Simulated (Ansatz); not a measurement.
```yaml
crystal:
  periodic: [false, false, false]
  atoms:
    - {symbol: Si, position_ang: [0.095161, 0.837862, -0.738679]}
    - {symbol: C, position_ang: [0.623741, -0.451886, 0.534144]}
    - {symbol: O, position_ang: [-0.431405, -1.334238, 0.763536]}
    - {symbol: In, position_ang: [-2.392390, -1.711644, 1.057314]}
    - {symbol: H, position_ang: [-0.273508, 0.163123, -2.013800]}
    - {symbol: H, position_ang: [-1.124926, 1.526385, -0.222526]}
    - {symbol: H, position_ang: [1.138795, 1.865329, -1.023677]}
    - {symbol: H, position_ang: [1.509033, -0.993458, 0.167055]}
    - {symbol: H, position_ang: [0.943999, 0.052125, 1.459632]}
basis:
  gaussian: {orbitals: def2-TZVP, fitting: {mean_field: cc-pVTZ-jkfit}}
hamiltonian: {xc: {name: HF}}
correlation: {method: rpa}
```

```sh
$ ansatz run in.yaml --threads 4 --pin off --events-out ev --progress --plain --max-ram 10444MiB
```

Task: How does Ansatz answer? (Estimate.)

Result: Computed: The program refused the input.
```
Functional definition: HF
Error: <dir> the basis set cc-pVTZ-JKFIT has no functions for In
```
